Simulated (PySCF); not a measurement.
## Neon: a sound run and one with changed settings

Sound run: Ne⁺ [He] 2s2 2p5, Ne²⁺ [He] 2s2 2p4. Calculation: PySCF 2.14, in cc-pVTZ (4s3p2d1f, 30 functions); no relativity, point nucleus. The sound run starts from symmetry-adapted Hartree-Fock orbitals and uses a fine grid where one is needed.

Changed run: radial step 0.5 in ln r (0.13 in the sound run). This setting is unsound on purpose.

```tsv
species	method	sound run (hartree)	changed run (hartree)	converged
Ne⁺	UHF	-127.80888	-127.80888	yes
Ne⁺	M06-2X	-128.13483	-128.15843	yes
Ne⁺	MN15	-128.08163	-128.08423	yes
Ne²⁺	UHF	-126.36528	-126.36528	yes
Ne²⁺	M06-2X	-126.62511	-126.63275	yes
Ne²⁺	MN15	-126.56507	-126.56737	yes
```

Ionisation energy of Ne⁺:

| method | sound run (eV) | changed run (eV) |
| --- | --- | --- |
| UHF | 39.282 | 39.282 |
| M06-2X | 41.082 | 41.516 |
| MN15 | 41.268 | 41.276 |

A coarse radial grid mis-integrates the density and the exchange-correlation energy, with errors of either sign; Hartree-Fock needs no grid.

For comparison, NIST gives 40.963 eV between the lowest levels.
